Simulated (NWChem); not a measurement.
Species: phosphorus nitride (PN); SMILES N#P

```xyz
2

N      0.0000     0.0000     1.0126
P      0.0000     0.0000    -0.4822
```
Atoms are numbered in this order, from 1.

Results from NWChem. Pople sets run with spherical d functions. Geometry: optimised at B3LYP/6-31G* (spherical d). Static field.

```
level                     basis functions  isotropic polarisability (bohr³)  anisotropy (bohr³)  relative time
------------------------  ---------------  --------------------------------  ------------------  -------------
Hartree-Fock/6-31G*                    32                              20.3                16.3              2
Hartree-Fock/6-31+G*                   40                              23.4                20.0              4
Hartree-Fock/def2-SVP                  32                              20.0                15.8              1
Hartree-Fock/def2-SVPD                 44                              26.0                12.4              2
Hartree-Fock/def2-TZVP                 68                              24.0                16.0              8
Hartree-Fock/aug-cc-pVDZ               50                              27.5                12.9              9
Hartree-Fock/Sadlej pVTZ               56                              27.8                12.5              7
Hartree-Fock/def2-TZVPD                80                              27.8                12.2             10
Hartree-Fock/aug-cc-pVTZ               96                              28.1                12.3             40
```

The last column is a rough cost ratio, cheapest run = 1.
